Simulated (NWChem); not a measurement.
Molecule: CH6ClNOSi; SMILES C([Si@@H](Cl)O)N

```xyz
11

N      0.4855    -2.5923    -0.0365
C      0.9474    -1.2294    -0.2864
Si    -0.2390     0.0658     0.3826
O     -1.7654    -0.1566    -0.2348
Cl     0.4506     1.9707    -0.0921
H      0.4550    -2.7878     0.9626
H     -0.4661    -2.7157    -0.3790
H      1.0940    -1.0791    -1.3712
H      1.9500    -1.0902     0.1531
H     -0.4016    -0.0453     1.8546
H     -1.9052     0.0704    -1.1593
```
Atoms are numbered in this order, from 1.

All runs: NWChem. Structure relaxed at the PBE0/def2-SVP level.

### Question
What does the run give for TPSS/pcseg-2? Quantities: highest occupied level (eV); orbital gap (eV); dipole (D).

### Answer
```yaml
highest occupied level (eV): -5.59
orbital gap (eV): 5.03
dipole (D): 1.10
```
